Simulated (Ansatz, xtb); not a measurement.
Process, species as SMILES: [SiH3]C1=[C-]CC=C1 → [SiH3]C1=CC=[C-]C1
Geometries: B3LYP-D3(BJ)/def2-TZVP minima from Ansatz (a first-principles code), one conformer each, not searched for the lowest. Unstable Hartree-Fock reference: [SiH3]C1=[C-]CC=C1.

Property: isomerisation energy (electronic energy difference), in kJ/mol. Correlated levels leave the core frozen unless marked. No spin-orbit coupling. Non-relativistic unless marked X2C. Anions need diffuse functions: aug- sets have them; def2-D sets add few; the other sets have none. Basis-set limits of correlation are two-point, X^-3; Hartree-Fock from the larger set. The bracket is a focal-point correction in the basis named.

```csv
level,program,isomerisation energy (kJ/mol)
GFN2-xTB,xtb,___
BLYP/def2-TZVPD,Ansatz,___
B3LYP/def2-TZVPD,Ansatz,___
r2SCAN0-D4/def2-TZVPD,Ansatz + dftd4,-6.9
HSE06-D3(BJ)/def2-TZVPD,Ansatz + dftd3,-6.7
B2PLYP-D3(BJ)/def2-TZVPD,Ansatz + dftd3,-5.7
CCSD/6-31G,Ansatz,14.2
CCSD/6-31G*,Ansatz,___
X2C-CCSD(T)/cc-pVTZ-DK,Ansatz,-0.7
"RI-MP2/CBS(aug-cc-pV(T+d)Z,aug-cc-pV(Q+d)Z)+[CCSD(T)-MP2]/aug-cc-pV(T+d)Z",Ansatz,-2.1
```

Question: Some entries are withheld; supply them.

Answer: 
- GFN2-xTB, isomerisation energy (kJ/mol): -16.6
- BLYP/def2-TZVPD, isomerisation energy (kJ/mol): -7.4
- B3LYP/def2-TZVPD, isomerisation energy (kJ/mol): -5.9
- CCSD/6-31G*, isomerisation energy (kJ/mol): 7.3
